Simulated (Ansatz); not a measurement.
Species: sum formula Si2H5F (charge 0, singlet). SMILES: F[SiH2][SiH3]
Geometry: optimised at B3LYP-D3(BJ)/def2-TZVP (Ansatz, a quantum-chemistry and plane-wave program).

Quantity: vertical ionisation energy (to the doublet state of charge +1; each state is the SCF solution reached for its spin), in eV. Correlated levels leave the core frozen unless marked. UHF or UKS for open shells. Spin-orbit coupling is left out. No relativistic terms. CBS marks a two-point X^-3 extrapolation of the correlation energy; Hartree-Fock from the larger set. The bracket is a focal-point correction in the basis named.

| level | program | vertical ionisation energy (eV) |
|---|---|---|
| HF/aug-cc-pV(Q+d)Z | Ansatz | 10.03 |
| r2SCAN/def2-TZVPD | Ansatz | 10.46 |
| B3LYP/def2-TZVPD | Ansatz | 10.58 |
| wB97X-V/def2-TZVPD | Ansatz | 10.70 |
| SCS-MP2/aug-cc-pV(D+d)Z | Ansatz | 10.66 |
| CCSD/aug-cc-pV(T+d)Z | Ansatz | 10.75 |
| CCSD(T)/aug-cc-pV(D+d)Z | Ansatz | 10.66 |
| CCSD(T)/aug-cc-pV(T+d)Z | Ansatz | 10.75 |
| RI-MP2/CBS(aug-cc-pV(T+d)Z,aug-cc-pV(Q+d)Z)+[CCSD(T)-MP2]/aug-cc-pV(D+d)Z | Ansatz | 10.86 |
| RI-MP2/CBS(aug-cc-pV(T+d)Z,aug-cc-pV(Q+d)Z)+[CCSD(T)-MP2]/aug-cc-pV(T+d)Z | Ansatz | 10.86 |
